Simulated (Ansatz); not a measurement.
Relaxation of a periodic cell of 20 atoms, HC18F (surface graphene monolayer, adsorbate HF), to a largest force component of 0.03 eV/Å in at most 60 steps.

These are results of DFT PBE, scalar-relativistic, plane waves, PAW (Ansatz), not measurements. Settings: cutoff 420 eV, k mesh 2x2x1, gaussian smearing 0.02 eV, no spin polarisation.

```xyz
20
Lattice="7.3980 0.0000 0.0000 -3.6990 6.4069 0.0000 0.0000 0.0000 12.0000" Properties=species:S:1:pos:R:3
C 0.000 0.000 1.000
C 1.233 0.712 1.000
C -1.233 2.136 1.000
C 0.000 2.847 1.000
C -2.466 4.271 1.000
C -1.233 4.983 1.000
C 2.466 0.000 1.000
C 3.699 0.712 1.000
C 1.233 2.136 1.000
C 2.466 2.847 1.000
C 0.000 4.271 1.000
C 1.233 4.983 1.000
C 4.932 0.000 1.000
C 6.165 0.712 1.000
C 3.699 2.136 1.000
C 4.932 2.847 1.000
C 2.466 4.271 1.000
C 3.699 4.983 1.000
F 4.110 0.949 2.280
H 6.987 1.661 1.560
```

Problem. Where does it end, and by what steps?

Solution. It converged. Limits of this set-up: slab without dipole correction, no dispersion correction for a molecule that may bind weakly. After 9 steps the energy has fallen by 6.657 eV; H20 moved furthest, 1.22 Å. The start is strongly strained (largest force component 12 eV/Å).

```
step  energy less start (eV)  largest force component (eV/Å)  accepted
   0                  0.0000                          12.173       yes
   1                 -2.7942                           6.021       yes
   2                 -4.5558                           1.826       yes
   3                 -5.3341                           1.801       yes
   4                 -5.9052                           1.598       yes
   5                 -6.3081                           0.913       yes
   6                 -6.5682                           0.784       yes
   7                 -6.6465                           0.258       yes
   8                 -6.6557                           0.069       yes
   9                 -6.6570                           0.025       yes
```

```xyz
20
Lattice="7.3980 0.0000 0.0000 -3.6990 6.4069 0.0000 0.0000 0.0000 12.0000" Properties=species:S:1:pos:R:3
C 0.063 -0.018 0.832
C 1.290 0.685 0.904
C -1.173 2.123 1.268
C 0.095 2.856 0.956
C -2.410 4.264 0.834
C -1.187 4.976 0.904
C 2.500 -0.027 0.969
C 3.764 0.702 1.288
C 1.299 2.141 0.894
C 2.524 2.840 0.823
C 0.078 4.256 0.893
C 1.296 4.967 0.819
C 5.019 -0.015 0.921
C 6.213 0.668 0.927
C 3.769 2.148 0.927
C 4.959 2.841 0.933
C 2.526 4.259 0.779
C 3.757 4.970 0.786
F 3.792 0.713 2.795
H 6.214 2.110 2.387
```

The run took 38 s on 1 thread of Intel(R) Xeon(R) 6975P-C (Granite Rapids), on a shared host, peak memory 0.72 GiB.
